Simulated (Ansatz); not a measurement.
A run for Ansatz (a program for electronic structure): U-B2PLYP/def2-TZVPP on C (SMILES [C]).

Ansatz 0.2 input:
```yaml
crystal:
  periodic: [false, false, false]
  atoms:
    - {symbol: C, position_ang: [0.00000000, 0.00000000, 0.00000000]}
basis:
  gaussian:
    orbitals: def2-TZVPP
hamiltonian:
  xc: {name: B2PLYP}
magnetization: {spin_polarized: true, initial_magnetization: 2}
correlation: {electrons: outside_noble_gas}
```

It printed:

```
WARN ansatz: RAYON_NUM_THREADS=1 ignored (pool sized by the plan → 1); use --threads N
Functional definition: B2PLYP
integrals: 0.00 GiB planned
190 factors; integrals over basis functions are off by at most 5.4e-5 eV
mean field: 0.06 GiB planned
mean field evaluation 1: about -1028.6088 eV, gradient 4.4e0 eV
mean field evaluation 2: about -1028.6092 eV, gradient 4.4e0 eV
mean field evaluation 4: about -1028.7248 eV, gradient 1.3e-1 eV
mean field evaluation 8: about -1028.7249 eV, gradient 3.7e-3 eV
mean field -1028.72490022 eV, -37.8049427882 hartree, gradient 2.0e-6 eV, S^2 2.005648; 0 other end points of the search recorded, 0 dependent functions left out
1 core orbitals not correlated
reference -1028.72499922 eV, -37.8049464266 hartree; 3, 1 occupied and 27, 29 virtual orbitals, 190 factors
second order -2.22589323 eV of doubles, -0.00000000 eV of singles
Total energy: -1029.32599040 eV, -37.8270324448 hartree
```

The run converged.

Cost: roughly 0.3 core-seconds.
